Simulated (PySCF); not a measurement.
Compound: C₆H₆FN.
Atom-mapped SMILES: `[H]/[N:8]=[C:7]1\[C@H:3]([C:2]#[CH:1])[CH2:4][C@@H:5]1[F:6]` (hydrogens: H9 on C1; H10 on C3; H11, H12 on C4; H13 on C5; H14 on N8)

Computed with TDDFT PBE0/def2-SVPD, vertical, gas phase, core orbitals frozen in the response (PySCF 2.14.0, density-fitted response routines). One conformer (not necessarily the lowest) at the GFN2-xTB geometry, without solvent, vibrations or thermal averaging.

Orbital energies (eV): HOMO-3 -9.38, HOMO-2 -8.64, HOMO-1 -8.17, HOMO -7.48, LUMO -1.03, LUMO+1 0.48, LUMO+2 0.65.

Lowest singlets, with some entries withheld (?).

| state | ν̃ (cm⁻¹) | f | main configurations (H = HOMO, L = LUMO) |
| --- | --- | --- | --- |
| S1 | 37900 | 0.0009 | H→L (93%) |
| S2 | 47980 | 0.0010 | H-1→L (96%) |
| S3 | 50870 | 0.0086 | H-2→L (89%) |
| S4 | ? | 0.0059 | H→L+1 (64%), H-2→L+1 (11%) |
| S5 | ? | 0.0039 | H→L+2 (42%), H-1→L+1 (25%), H→L+3 (8%) |
| S6 | ? | 0.010 | H-1→L+2 (43%), H-1→L+3 (24%), H→L+2 (16%) |

Task: Supply the missing values.

Result: 
- S4: ν̃ = 52030 cm⁻¹
- S5: ν̃ = 54830 cm⁻¹
- S6: ν̃ = 55920 cm⁻¹

Task: Where do the lowest triplets lie (Tamm–Dancoff)?

Result: T1 3.98 eV, H→L (87%), H-2→L (9%); T2 5.01 eV, H-3→L (68%), H-5→L (10%). E(S1) − E(T1) = +0.72 eV.

Task: What is the mean static polarisability from the same response equations?

Result: 73.8 au (10.94 Å³), with principal values 57.6, 74.2 and 89.6 au.

Task: How far apart are S2 and S6, in eV and cm⁻¹?

Result: 6.933 − 5.949 = 0.984 eV, or about 7940 cm⁻¹.
